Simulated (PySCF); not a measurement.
## Calculated data, FH3OSi, AlBH3, Cl2OSi, B2H4OSi and others

Computed with PySCF 2.14.0. Calculation on a computer-drawn molecule: optimised geometry and harmonic frequencies of an isolated molecule of the commonest isotopes, restricted reference for singlets and unrestricted otherwise, frozen core in MP2.

(1) FH3OSi

Start structure:
```xyz
6
FH3OSi
O     -0.2550     0.4131     0.3119
Si     1.3058     0.2845    -0.0488
F      1.4406     0.6506    -1.6350
H     -0.9748    -0.0130    -0.1772
H      1.8362    -1.0531     0.0737
H      1.9825     1.3235     0.7411
```

It was run with charge 0, multiplicity 1, method HF and basis cc-pV(D+d)Z.

The calculation gives: rotational constants 23.62, 7.497, 6.178 GHz; total energy -465.0983 hartree; convergence status largest gradient component 7.246e-06 hartree/bohr.

Drawn bonds:
```
atom  other atom  order
   1           2      1
   2           3      1
   1           4      1
   2           5      1
   2           6      1
```

Optimised structure:
```xyz
6
FH3OSi
O     -0.2974     0.4593     0.2926
Si     1.2820     0.3226    -0.0847
F      1.5117     0.6845    -1.6381
H     -0.9383    -0.1052    -0.1133
H      1.7695    -1.0541     0.0807
H      2.0079     1.2984     0.7284
```

Modes:
```
frequency (cm⁻¹)  reduced mass (dalton)
           239.8                  1.253
           365.9                  4.538
           694.6                  1.203
             814                  1.085
           856.9                  4.649
           901.4                  1.807
           957.2                  2.246
            1039                   1.33
            1054                  1.185
            2366                  1.042
            2407                  1.041
            4175                  1.067
```

(2) AlBH3

Start structure:
```xyz
5
AlBH3
B     -0.6986    -1.4282     2.7789
Al    -0.0529    -0.8781     1.0807
H     -0.5497    -0.6355     3.6377
H     -1.7247    -2.0821     2.6752
H      0.4846    -0.4054    -0.4108
```

Here we set charge 0, multiplicity 2, method HF and basis cc-pV(D+d)Z.

It finds rotational constants 140.3, 10.41, 10.27 GHz; total energy -268.2704 hartree; spin squared 0.8014; convergence status largest gradient component 2.092e-05 hartree/bohr.

Drawn bonds:
```
atom  other atom  order
   1           2      1
   1           3      1
   1           4      1
   2           5      1
```

Optimised structure:
```xyz
5
AlBH3
B     -0.8330    -1.2906     2.6810
Al    -0.4471    -0.3787     0.7969
H     -0.4109    -0.8188     3.7046
H     -1.5915    -2.2192     2.7845
H      0.7411    -0.7220    -0.2052
```

Modes:
```
frequency (cm⁻¹)  reduced mass (dalton)
           312.2                  1.033
           382.7                  1.127
           509.1                  1.204
           559.6                  4.262
           886.8                  1.342
            1208                  1.136
            1934                  1.044
            2645                  1.052
            2723                  1.122
```

(3) Cl2OSi

Start structure:
```xyz
4
Cl2OSi
O     -1.0385     1.3649    -0.4660
Si    -1.3638     2.5835    -1.2498
Cl    -1.4864     2.6887    -3.2502
Cl    -1.7532     4.3970    -0.4836
```

Settings of this run: charge 0, multiplicity 1, method MP2 and basis cc-pV(D+d)Z.

The calculation gives: rotational constants 4.751, 2.714, 1.727 GHz; total energy -1283.4570 hartree; convergence status largest gradient component 3.149e-05 hartree/bohr.

Drawn bonds:
```
atom  other atom  order
   1           2      2
   2           3      1
   2           4      1
```

Optimised structure:
```xyz
4
Cl2OSi
O     -1.0288     1.3281    -0.4423
Si    -1.3634     2.5829    -1.2495
Cl    -1.4914     2.7071    -3.2627
Cl    -1.7583     4.4160    -0.4952
```

Modes:
```
frequency (cm⁻¹)  reduced mass (dalton)
           207.6                  30.52
           269.1                  19.86
           295.6                  24.23
           506.7                  27.37
           648.6                   29.9
            1227                  19.59
```

(4) B2H4OSi

Start structure:
```xyz
8
B2H4OSi
B     -0.2456    -2.8404     1.2914
B     -0.9257    -1.3871     1.1982
Si    -0.0099     0.0634     0.2799
O      0.9793     0.9499     0.8554
H      0.5030    -2.9849     2.2578
H     -0.3191    -3.6824     0.5160
H     -2.0439    -1.0444     1.6380
H     -0.4464     0.1272    -1.2243
```

It was run with charge 0, multiplicity 1, method HF and basis cc-pV(D+d)Z.

Results for B2H4OSi: rotational constants 16.82, 2.907, 2.71 GHz; total energy -415.4342 hartree; convergence status largest gradient component 2.637e-05 hartree/bohr.

Drawn bonds:
```
atom  other atom  order
   1           2      1
   2           3      1
   3           4      2
   1           5      1
   1           6      1
   2           7      1
   3           8      1
```

Optimised structure:
```xyz
8
B2H4OSi
B     -0.2200    -2.8948     1.3755
B     -0.8862    -1.3770     1.1628
Si    -0.0085     0.1598     0.1845
O      0.9897     1.1010     0.7969
H      0.4473    -3.1456     2.3415
H     -0.3906    -3.7695     0.5689
H     -1.9814    -1.1488     1.6069
H     -0.4587     0.2763    -1.2246
```

Modes:
```
frequency (cm⁻¹)  reduced mass (dalton)
           79.47                   2.94
           165.3                  2.597
           197.8                   2.24
           367.7                  1.482
           492.3                  1.108
           533.3                  1.721
           583.6                  2.311
           777.8                  1.231
           830.9                   1.51
           934.8                  1.244
           972.8                  2.572
            1080                  1.647
            1259                  1.268
            1311                  16.45
            2300                  1.043
            2667                  1.058
            2687                  1.088
            2742                   1.12
```

(5) CH5B2N

Start structure:
```xyz
9
CH5B2N
B      1.1430     0.5684     0.0356
C      1.2833    -0.8642    -0.5202
B      1.1379    -1.1726    -1.8513
N      1.0527    -1.4205    -3.1432
H      0.9886     1.4864    -0.6939
H      1.2145     0.7663     1.1754
H      1.3487    -1.6041     0.2886
H      1.8160    -1.3662    -3.8563
H      0.1897    -1.6657    -3.7417
```

Settings of this run: charge 0, multiplicity 1, method HF and basis cc-pVDZ.

The calculation gives: rotational constants 30.88, 4.265, 3.828 GHz; total energy -144.6057 hartree; convergence status largest gradient component 3.443e-05 hartree/bohr.

Drawn bonds:
```
atom  other atom  order
   1           2      1
   2           3      2
   3           4      1
   1           5      1
   1           6      1
   2           7      1
   4           8      1
   4           9      1
```

Optimised structure:
```xyz
9
CH5B2N
B      1.1333     0.5189    -0.0343
C      1.2551    -0.9430    -0.4325
B      1.1548    -1.1869    -1.8128
N      1.0501    -1.3622    -3.1598
H      0.9648     1.3670    -0.8802
H      1.1985     0.8795     1.1140
H      1.4066    -1.7370     0.2890
H      1.8394    -1.3156    -3.7714
H      0.1719    -1.4930    -3.6190
```

Modes:
```
frequency (cm⁻¹)  reduced mass (dalton)
             147                  2.768
           241.6                  1.226
           397.6                  2.203
           433.9                  1.211
             477                  1.119
           528.7                  4.824
           824.5                  1.717
           853.6                   1.13
           971.3                  1.921
            1014                  1.496
            1064                  1.383
            1113                  1.894
            1263                  1.476
            1371                  1.736
            1673                  1.217
            1837                  5.797
            2615                   1.06
            2677                  1.119
            3337                   1.09
            3807                   1.05
            3912                  1.099
```

(6) BH4NOSi

Start structure:
```xyz
8
BH4NOSi
B      0.4177    -1.4584     1.3886
N      0.0501    -0.7950     0.1990
Si    -1.2341     0.3145    -0.0941
O     -1.4658     0.9402    -1.4607
H      1.3339    -2.1432     1.3395
H     -0.1135    -1.2787     2.4073
H      0.6459    -0.9911    -0.5926
H     -1.9572     0.5946     1.1990
```

It was run with charge 0, multiplicity 1, method HF and basis cc-pV(D+d)Z.

The calculation gives: rotational constants 32.11, 3.387, 3.064 GHz; total energy -445.3294 hartree; convergence status largest gradient component 2.245e-05 hartree/bohr.

Drawn bonds:
```
atom  other atom  order
   1           2      1
   2           3      1
   3           4      2
   1           5      1
   1           6      1
   2           7      1
   3           8      1
```

Optimised structure:
```xyz
8
BH4NOSi
B      0.4260    -1.4268     1.3797
N      0.0798    -0.7894     0.1613
Si    -1.1906     0.3133    -0.0820
O     -1.5190     0.9612    -1.3880
H      1.3504    -2.1871     1.4096
H     -0.2164    -1.1919     2.3641
H      0.6353    -1.0049    -0.6482
H     -1.8885     0.5085     1.1895
```

Modes:
```
frequency (cm⁻¹)  reduced mass (dalton)
           132.3                  4.013
           237.5                  3.581
           377.9                  1.188
           398.6                  5.006
             672                  1.435
           796.1                  3.041
           876.7                  1.088
           932.1                  1.143
            1045                  1.417
            1110                  1.363
            1208                  1.757
            1324                  2.902
            1373                  1.841
            1472                   2.15
            2417                  1.045
            2689                  1.053
            2766                  1.131
            3784                  1.075
```

(7) B2FH3N

Start structure:
```xyz
7
B2FH3N
B      0.0266     1.2737    -0.0587
N      0.7308     0.6768     0.8793
B      0.5303     0.8310     2.3555
F      1.3469     0.1411     3.0878
H     -0.6104     1.8132    -0.8792
H      1.4823     0.0510     0.6037
H     -0.3221     1.5406     2.7670
```

It was run with charge 1, multiplicity 1, method MP2 and basis cc-pVDZ.

Results for B2FH3N: rotational constants 48.58, 4.417, 4.049 GHz; total energy -205.3268 hartree; convergence status largest gradient component 1.78e-05 hartree/bohr.

Drawn bonds:
```
atom  other atom  order
   1           2      1
   2           3      1
   3           4      1
   1           5      1
   2           6      1
   3           7      1
```

Optimised structure:
```xyz
7
B2FH3N
B      0.0245     1.2755    -0.0624
N      0.7495     0.6610     0.8668
B      0.5300     0.8311     2.3605
F      1.3450     0.1431     3.1186
H     -0.6399     1.8381    -0.8584
H      1.5130     0.0250     0.5904
H     -0.3378     1.5535     2.7399
```

Modes:
```
frequency (cm⁻¹)  reduced mass (dalton)
           147.9                  3.542
             188                  2.838
           434.7                  5.253
             628                  1.236
             741                  1.585
           765.5                  1.324
           925.6                  1.586
           972.8                   3.77
            1099                  1.177
            1130                  1.307
            1410                  4.921
            1551                  5.759
            2812                  1.105
            2914                  1.144
            3487                  1.076
```

(8) BH7N2Si

Start structure:
```xyz
11
BH7N2Si
N     -1.3831     1.8901    -0.0306
B     -0.6690     0.7237    -0.5608
N      0.2804     0.9727    -1.4643
Si    -0.9566    -0.9685     0.2325
H     -1.3157     2.7576    -0.4998
H     -2.1464     1.9196     0.6100
H      0.5093     1.7631    -1.9574
H      0.8571     0.1848    -1.8965
H     -2.1620    -1.7405    -0.3576
H      0.1444    -1.9604     0.0961
H     -1.3537    -1.0602     1.6613
```

Settings of this run: charge 0, multiplicity 1, method HF and basis cc-pV(D+d)Z.

The calculation gives: rotational constants 8.337, 3.69, 2.634 GHz; total energy -426.6804 hartree; convergence status largest gradient component 2.292e-05 hartree/bohr.

Drawn bonds:
```
atom  other atom  order
   1           2      1
   2           3      1
   2           4      1
   1           5      1
   1           6      1
   3           7      1
   3           8      1
   4           9      1
   4          10      1
   4          11      1
```

Optimised structure:
```xyz
11
BH7N2Si
N     -1.3997     1.9003    -0.0627
B     -0.6675     0.7881    -0.5370
N      0.2839     0.9301    -1.5727
Si    -1.0199    -1.0690     0.2634
H     -1.2914     2.8272    -0.4214
H     -2.0635     1.8397     0.6782
H      0.4896     1.8009    -2.0188
H      0.8317     0.1721    -1.9170
H     -2.0937    -1.7864    -0.4778
H      0.1914    -1.9338     0.2137
H     -1.4563    -0.9871     1.6847
```

Modes:
```
frequency (cm⁻¹)  reduced mass (dalton)
           35.54                  1.084
           203.7                   2.54
           302.6                  1.274
           334.9                  1.655
           346.3                  2.111
           380.8                  1.453
           491.7                  1.011
           564.5                  3.093
           623.7                  1.102
           627.7                  1.266
           693.5                  2.028
           942.3                  1.246
           992.9                  1.487
            1004                  1.326
            1028                  1.037
            1031                  1.036
            1321                  3.282
            1419                  4.024
            1748                  1.241
            1757                  1.153
            2264                  1.049
            2265                   1.05
            2280                  1.021
            3811                  1.052
            3811                  1.053
            3922                  1.096
            3923                  1.096
```
